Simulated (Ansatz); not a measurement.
Basis sets compared for the cluster Sn₃Bi₂. The state is a singlet with charge 0. Geometry PBE-D4/def2-SVP. Ansatz on 4 threads of Intel Xeon on a shared host; times are rough, and most runs start from earlier orbitals.

```xyz
5

Bi    1.7933    0.1140    0.3345
Bi   -0.9719   -0.8156    1.3157
Sn   -0.3724    2.1460    0.9837
Sn   -0.7419    0.6337   -1.4905
Sn    0.2929   -2.0782   -1.1434
```

In the def2 sets Bi, Sn take a core potential; there is no spin–orbit coupling. The structure comes from a short search, and lower isomers may exist.

Binding counts from free atoms (Bi quartet, Sn triplet) in the same basis, without a counterpoise term.

```tsv
level	functions	energy (Eh)	HOMO (eV)	LUMO (eV)	binding per atom (eV)	wall time
PBE-D4/def2-SVP	130	-1072.4684	-4.92	-2.86	2.58	5.5 s
PBE-D4/def2-TZVP	250	-1072.5028	-4.92	-2.88	2.62	16 s
r2SCAN-D4/def2-TZVP	250	-1072.8645	-5.14	-2.88	2.38	20 s
PBE0-D4/def2-SVP	130	-1072.4280	-5.69	-2.39	2.38	10 s
PBE0-D4/def2-TZVP	250	-1072.4586	-5.66	-2.38	2.43	26 s
```

(1) Estimate the rows for PBE-D4/def2-TZVPD, r2SCAN-D4/def2-TZVPD, PBE0-D4/def2-TZVPD.

Results:

(1) 
```json
{"level": "PBE-D4/def2-TZVPD", "functions": "280", "energy (Eh)": "-1072.5033", "HOMO (eV)": "-4.92", "LUMO (eV)": "-2.89", "binding per atom (eV)": "2.62", "wall time": "14 s"}
{"level": "r2SCAN-D4/def2-TZVPD", "functions": "280", "energy (Eh)": "-1072.8652", "HOMO (eV)": "-5.14", "LUMO (eV)": "-2.88", "binding per atom (eV)": "2.38", "wall time": "23 s"}
{"level": "PBE0-D4/def2-TZVPD", "functions": "280", "energy (Eh)": "-1072.4590", "HOMO (eV)": "-5.66", "LUMO (eV)": "-2.38", "binding per atom (eV)": "2.43", "wall time": "28 s"}
```
